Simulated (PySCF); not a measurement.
## Pb²⁺: ionisation energy

Pb²⁺ [Xe] 4f14 5d10 6s2 (1S) → Pb³⁺ [Xe] 4f14 5d10 6s1 (2S), as a difference of total energies. Calculation: PySCF 2.14, in aug-cc-pwCVTZ-DK3 with one added diffuse shell each of s, d, f type (12s10p9d6f1g, 138 functions); scalar relativity by spin-free X2C-1e. Correlated levels: valence: [Xe] 4f14 5d10 frozen. The calculations carry no spin-orbit coupling.

```json
{"method": "UHF", "ionisation energy (eV)": "29.771", "error (eV)": "-2.166"}
{"method": "MP2 (valence)", "ionisation energy (eV)": "30.359", "error (eV)": "-1.578"}
{"method": "SCS-MP2 (valence)", "ionisation energy (eV)": "30.476", "error (eV)": "-1.461"}
{"method": "CCSD (valence)", "ionisation energy (eV)": "30.535", "error (eV)": "-1.402"}
```

Reference: 31.937 eV (measured; NIST Atomic Spectra Database, ionization energies).

With two correlated electrons CCSD is exact in that space.
